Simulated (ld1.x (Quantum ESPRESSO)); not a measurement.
nitrogen PAW: all-electron and pseudo phase curves

* Element: nitrogen
* Generator: ld1.x (Quantum ESPRESSO) 7.5
* Type: PAW
* Functional: PBEsol
* Relativity: scalar-relativistic
* Frozen core: none
* Valence charge: 7
* Reference configuration: 1s2 2s2 2p2.5 (charge +0.5)
* Partial waves: 1s (bound): rcut 0.40, rcutus 0.45 bohr; 2s (bound): rcut 0.40, rcutus 0.45 bohr; 2p (bound): rcut 1.75, rcutus 2.30 bohr; 2p channel at 1.8 Ry: rcut 1.75, rcutus 2.30 bohr; 3d channel at 0.25 Ry: rcut 1.65, rcutus 2.25 bohr; 3d channel at 3.05 Ry: rcut 1.65, rcutus 2.25 bohr
* Local potential: all-electron potential smoothed inside 2.10 bohr (lloc = -1)
* Core correction: none
* Augmentation charge: PSQ, inside the norm-conserving radii

The phase is arctan(r·u′/u) with u = r·R(r), unwrapped; energies in Ry, scanned from -31 to 5 Ry. A pole is an energy at which the radial function vanishes at the test radius. The pseudo phase is shifted by a multiple of π to meet the all-electron one at the reference energy, and phase errors are pseudo minus all-electron; the curves can meet again beyond the range given. Levels narrower than the energy grid can be missing from the lists of poles.

| channel | radius (bohr) | reference energy (Ry) | poles, all-electron | poles, pseudo | unbroken range about the reference energy with phases within 0.05 rad | phase error 1 Ry above the reference energy (rad) |
| --- | --- | --- | --- | --- | --- | --- |
| s | 2.48 | -1.84 | -1.61, 4.39 | -1.61, 4.69 | below 0.7 | +0.002 |
| p | 2.48 | -0.98 | -0.70, 4.34 | -0.70, 4.97 | below 4.9 | +0.013 |
| d | 2.48 | 0.25 | 3.04 | 3.04 | the whole range | +0.001 |

Phases in the d channel:

| E (Ry) | all-electron | pseudo |
| --- | --- | --- |
| -31.00 | 1.499 | 1.499 |
| -29.00 | 1.496 | 1.496 |
| -27.00 | 1.494 | 1.494 |
| -25.00 | 1.491 | 1.491 |
| -23.00 | 1.487 | 1.487 |
| -21.00 | 1.484 | 1.484 |
| -19.00 | 1.479 | 1.479 |
| -17.00 | 1.474 | 1.474 |
| -15.00 | 1.468 | 1.468 |
| -13.00 | 1.460 | 1.460 |
| -11.00 | 1.451 | 1.451 |
| -9.00 | 1.439 | 1.439 |
| -7.00 | 1.422 | 1.422 |
| -5.00 | 1.396 | 1.396 |
| -3.00 | 1.350 | 1.350 |
| -1.00 | 1.232 | 1.232 |
| 1.00 | -0.060 | -0.060 |
| 3.00 | -1.565 | -1.565 |
| 5.00 | -1.911 | -1.904 |
